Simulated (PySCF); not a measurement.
**Electron correlation in Ag³⁺ (silver, charge +3)**

[Kr] 4d8, high-spin 3F determinant. Computed with PySCF 2.14 in x2c-TZVPPall with one added diffuse shell each of s, p, d, f type (9s7p7d3f1g, 95 functions), with scalar relativity by spin-free X2C-1e. Frozen: [Ar] 3d10; 16 electrons correlated.

```
  level  correlation energy (mhartree)
   CCSD                        -488.43
    (T)                          -8.89
CCSD(T)                        -497.32
```

Diagnostics: T1 = 0.0033, D1 = 0.0072, largest double amplitude 0.021.

Is a single reference adequate?

Yes, within this model without spin-orbit coupling: T1 lies below 0.03 and no double amplitude reaches 0.07.

This basis was not built for core-valence correlation, so the inner-shell part is incomplete.
